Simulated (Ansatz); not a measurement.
GaCl₃. The state is a triplet with charge 0. Geometry PBE0-D4/def2-SVP; atoms count from 1.

```xyz
4

Ga    0.803   -0.285    0.210
Cl    1.368    0.759   -1.608
Cl   -0.875    0.875    1.404
Cl   -1.296   -1.350   -0.006
```

In the triplet, Cl3 and Cl4 lie 2.67 Å apart (atoms count from 1), so these atoms are partly bonded to each other. At PBE0-D4/def2-TZVP a singlet of charge 0 lies 3.42 eV below the triplet, each at its own geometry. The structure comes from a short search, and lower isomers may exist.

(1) Estimate the Mulliken populations from the PBE0/def2-TZVP orbitals of Ansatz.

(2) Where does the spin sit?

(3) And the Mayer bond orders between bonded heavy atoms (over 0.3)?

Results:

(1) 
```tsv
atom	charge (e)	spin (α − β)
Ga1	0.53	0.72
Cl2	-0.26	0.13
Cl3	-0.13	0.57
Cl4	-0.13	0.57
```
Mulliken values and Mayer orders depend strongly on the basis.

(2) Summed by element: Ga 0.72, Cl 1.28, of 2 unpaired in all. Largest on single atoms: Ga1 0.72, Cl3 0.57, Cl4 0.57.

(3) Ga1–Cl2 1.09 (2.17 Å); Ga1–Cl3 0.59 (2.36 Å); Ga1–Cl4 0.59 (2.36 Å). Values over 0.3 also appear between atoms too far apart for a bond (Cl3–Cl4 0.48 at 2.67 Å); they arise where an orbital or an unpaired electron spreads over both atoms.
